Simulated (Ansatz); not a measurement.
CH₇AlSSi (`[CH3][Al]([SiH3])[SH]`) at its PBE0-D4/def2-TZVP geometry, where that method's forces vanish. Charge 0, multiplicity 1.

| atom | x (Å) | y (Å) | z (Å) |
| --- | --- | --- | --- |
| C1 | 0.036 | 0.763 | -1.714 |
| Al2 | -0.174 | 0.392 | 0.188 |
| Si3 | 0.389 | -1.739 | 1.260 |
| S4 | -0.956 | 1.926 | 1.544 |
| H5 | -0.520 | 0.034 | -2.312 |
| H6 | 1.088 | 0.672 | -2.007 |
| H7 | -0.306 | 1.762 | -1.994 |
| H8 | 0.129 | -1.727 | 2.726 |
| H9 | 1.828 | -2.076 | 1.058 |
| H10 | -0.401 | -2.860 | 0.669 |
| H11 | -1.113 | 2.852 | 0.582 |

(1) For each bond, give half the difference of the two atoms' forces along it (eV/Å; positive pushes the atoms apart) under PBE-D4, r2SCAN-D4, B3LYP-D4, ωB97M-V in def2-TZVPP. (An estimate is asked.)

## Answers

(1) Ansatz gave: 
| bond | length (Å) | PBE-D4 | r2SCAN-D4 | B3LYP-D4 | ωB97M-V |
| --- | --- | --- | --- | --- | --- |
| C1–Al2 | 1.950 | -0.01 | -0.03 | 0.05 | 0.02 |
| C1–H5 | 1.095 | 0.11 | 0.00 | -0.04 | -0.04 |
| C1–H6 | 1.095 | 0.11 | 0.00 | -0.04 | -0.04 |
| C1–H7 | 1.092 | 0.11 | 0.00 | -0.04 | -0.04 |
| Al2–Si3 | 2.451 | -0.12 | -0.01 | 0.00 | 0.00 |
| Al2–S4 | 2.191 | 0.14 | 0.04 | 0.08 | 0.03 |
| Si3–H8 | 1.490 | 0.09 | -0.01 | -0.06 | -0.09 |
| Si3–H9 | 1.492 | 0.10 | -0.01 | -0.06 | -0.10 |
| Si3–H10 | 1.492 | 0.10 | -0.01 | -0.06 | -0.10 |
| S4–H11 | 1.344 | 0.26 | 0.01 | -0.02 | -0.09 |

B3LYP here is the variant with VWN-RPA as its local correlation; programs differ in this.
